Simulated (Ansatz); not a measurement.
Reaction (ligand exchange at the Si–C bond): `S[SiH2][CH2][GaH2]` + `N[SiH3]` → `[SiH3]N[SiH2]S` + `[CH3][GaH2]`

Program: Ansatz. Geometries: PBE0-D4/def2-TZVP. ΔE: electronic, gas phase. CCSD(T)/CBS adds triple-zeta CCSD(T) − MP2 to the extrapolated MP2 energy (def2 sets, frozen cores). This one scheme is used for every species. DFT in def2-TZVPP. For Ga outer-core shells are correlated without core-valence functions, which leaves a few kJ/mol of doubt a bond. Scalar relativity is left out up to krypton. Each species was taken in one conformer, which may not be the lowest.

| level | ΔE (kJ/mol) | difference from CCSD(T)/CBS |
| --- | --- | --- |
| PBE-D4 | -47.2 | 4.8 |
| PBE | -47.2 | 4.8 |
| r2SCAN | -51.9 | 0.1 |
| HF/def2-TZVPP | -62.2 | -10.2 |
| CCSD(T)/def2-TZVPP | -52.7 | -0.7 |
| HF/def2-QZVPP | -63.0 | -11.0 |
| MP2/def2-QZVPP | -52.6 | -0.6 |
| SCS-MP2/def2-QZVPP | -55.0 | -3.0 |
| MP2/CBS(def2) | -52.0 | 0.0 |
| CCSD/CBS(def2) | -53.3 | -1.3 |
| CCSD(T)/CBS | -52.0 | 0 |

Largest T1 diagnostic among the species: 0.012.

In def2-TZVPP, CCSD(T) changes the Hartree–Fock value by +9.5 kJ/mol (the triples alone add +1.3 kJ/mol) and MP2 by +9.4 kJ/mol.

CCSD(T)/CBS has its own doubt, a few kJ/mol and more with outer-core shells, so smaller differences from it don't rank the levels.
